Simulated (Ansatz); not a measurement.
Input file for `[GaH2][NH]B1CS1`:

```yaml
crystal:
  periodic: [false, false, false]
  atoms:
    - {symbol: Ga, position_ang: [-1.861001, 0.880046, -0.183568]}
    - {symbol: N, position_ang: [-0.375287, 0.186133, -1.043177]}
    - {symbol: B, position_ang: [0.736256, -0.343951, -0.396184]}
    - {symbol: C, position_ang: [1.388897, -0.663359, 0.951282]}
    - {symbol: S, position_ang: [2.325503, -1.093099, -0.612079]}
    - {symbol: H, position_ang: [-1.825276, 0.850515, 1.371457]}
    - {symbol: H, position_ang: [-2.991884, 1.420628, -1.113182]}
    - {symbol: H, position_ang: [-0.358082, 0.186021, -2.053065]}
    - {symbol: H, position_ang: [1.868351, 0.109378, 1.546004]}
    - {symbol: H, position_ang: [1.092523, -1.532302, 1.532492]}
basis:
  gaussian: {orbitals: def2-SVP}
correlation: {method: ccsd_t}
```

```sh
$ ansatz run in.yaml --threads 2 --pin off --events-out ev --progress --plain --max-ram 32768MiB --backend cpu
```

Log, shortened:

```
Functional definition: HF
  name "HF"
  cite "Fock, Z. Phys. 61, 126 (1930) doi:10.1007/BF01340294"
  parent pbe
  exchange = exact_x
  correlation = 0
1174 factors; integrals over basis functions are off by at most 1.3e-3 eV
mean field evaluation 1: about -66400.3366 eV, gradient 3.4e1 eV
mean field evaluation 2: about -66400.4101 eV, gradient 3.4e1 eV
mean field evaluation 4: about -66403.3563 eV, gradient 3.8e0 eV
mean field evaluation 8: about -66403.4105 eV, gradient 4.2e-4 eV
mean field -66403.41052572 eV, -2440.2803269719 hartree, gradient 3.3e-6 eV, S^2 0.000000; 0 other end points of the search recorded, 0 dependent functions left out
17 core orbitals not correlated: weight in the atoms' cores, before any rotation towards them, 1.000 or more for the frozen orbitals, at most 0.000 for the correlated occupied ones
reference -66403.41052572 eV, -2440.2803269719 hartree; 18, 18 occupied and 82, 82 virtual orbitals, 1174 factors
second order -19.81982836 eV of doubles, -0.00000000 eV of singles
cycle   1  -19.93261820 eV  change   -1.1e-1 eV  update   1.2e-1
cycle   2  -20.59333559 eV  change   -6.6e-1 eV  update   3.6e-2
cycle   3  -20.72186114 eV  change   -1.3e-1 eV  update   1.9e-2
cycle   4  -20.71126333 eV  change    1.1e-2 eV  update   5.0e-3
cycle   5  -20.71049014 eV  change    7.7e-4 eV  update   2.2e-3
cycle   6  -20.71044476 eV  change    4.5e-5 eV  update   8.3e-4
cycle   7  -20.71004159 eV  change    4.0e-4 eV  update   3.6e-4
cycle   8  -20.70999895 eV  change    4.3e-5 eV  update   1.3e-4
cycle   9  -20.71005328 eV  change   -5.4e-5 eV  update   4.6e-5
cycle  10  -20.71003785 eV  change    1.5e-5 eV  update   1.5e-5
perturbative correction -0.74110692 eV, -0.0272351771 hartree
Total energy: -66424.86167049 eV, -2441.0686420021 hartree
```

Run time 11 s (2 threads of an AMD EPYC 7R13 on a shared host); peak host memory 0.67 GiB.

The correlation energy is -21.451 eV, 3.5 % of it from (T); the T1 diagnostic reads 0.0143.
